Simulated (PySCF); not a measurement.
# NMR data sheet: N-Methyl-4-Piperidinol

```
Formula                               : C6H13NO
SMILES                                : CN1CCC(O)CC1
InChI                                 : InChI=1S/C6H13NO/c1-7-4-2-6(8)3-5-7/h6,8H,2-5H2,1H3
Point group of the computed structure : Cs
Degrees of unsaturation               : 1
Carbon signals                        : 4
Proton signals                        : 7
```

Mapped SMILES: `[CH3:1][N:2]1[CH2:3][CH2:4][CH:5]([OH:6])[CH2:7][CH2:8]1`. Hydrogens are named by the atom that carries them. Ha(C3), Ha(C4), Ha(C7), Ha(C8) are cis to O6 on the ring; Hb(C3), Hb(C4), Hb(C7), Hb(C8) are trans to O6 on the ring.

- shieldings: GIAO PBE/pcSseg-1
- structure optimised with PBE0-D3(BJ)/def2-SVP
- program: PySCF
- non-relativistic Hamiltonian, in vacuum, averaged over atoms made equivalent by symmetry, fast rotation or ring inversion, single conformer

δ = σ(ref) − σ, references computed at the same level: ¹H (31.20 ppm), ¹³C (180.03 ppm) against TMS; ¹⁵N (265.06 ppm) vs NH3; ¹⁷O (334.63 ppm) vs H2O.

| carbon | δC, type | δH (multiplicity) | HMBC from (2–3 bonds) | span of the C tensor (ppm) |
| --- | --- | --- | --- | --- |
| C1 | 47.6, CH3 | 2.18 (s) | Ha(C3)/Ha(C8), Hb(C3)/Hb(C8) | 75 |
| C3/C8 | 57.1, CH2 | Hb(C3) 1.79 (m); Ha(C3) 2.59 (m) | H(C5), Ha(C3)/Ha(C8), H(C1), Hb(C4)/Hb(C7), Hb(C3)/Hb(C8), Ha(C4)/Ha(C7) | 62 |
| C4/C7 | 41.3, CH2 | Ha(C4) 1.02 (m); Hb(C4) 1.83 (m) | H(C5), Ha(C3)/Ha(C8), Hb(C4)/Hb(C7), Hb(C3)/Hb(C8), Ha(C4)/Ha(C7) | 26 |
| C5 | 73.3, CH | 3.02 (m) | Ha(C3)/Ha(C8), Hb(C4)/Hb(C7), Hb(C3)/Hb(C8), Ha(C4)/Ha(C7) | 64 |

Other nuclei:
```
atoms  nucleus                    environment  δ (ppm)  σ (ppm)
H(O6)       ¹H  hydrogen on an alcohol oxygen    -0.86    32.06
   N2      ¹⁵N                 amine nitrogen     64.4    200.7
   O6      ¹⁷O                 alcohol oxygen     80.3    254.4
```

Carbon types of the structure: 1 × CH, 4 × CH2, 1 × CH3, leaving 1 H on heteroatoms. δC 73.3: sp3 CH bonded to O; the inductive effect lowers its shielding. δC 57.1: sp3 CH2 bonded to N; the inductive effect lowers its shielding. δC 47.6: methyl carbon bonded to N; pulled downfield by the heteroatom. δH 2.59, 1.79: hydrogen on an sp3 CH2 bonded to N. δH 2.18: hydrogen on a methyl carbon bonded to N; its carbon carries N, an electronegative neighbour.

The OH or NH signal is concentration- and solvent-dependent in practice; the value given is the gas-phase one. Shifts are as computed. Against solution values, carbons near 30 ppm lie about +2 ppm off and those near 130 ppm about +2 ppm. Of 1211 compounds with measured shifts, 218 miss one by over three times the rms of a fit or turn the order of signals round; such compounds aren't used in these exercises. Experimental scales use liquid or dissolved standards, which lie at an offset from isolated NH3 (liquid NH3: subtract about 20 ppm) and H2O (liquid H2O: subtract about 36 ppm). No couplings were computed; multiplicities are counted from neighbouring protons, with m where these are inequivalent, close in shift, in a saturated or five-membered ring or joined by F or P, and br s for small geminal =CH2 splittings.
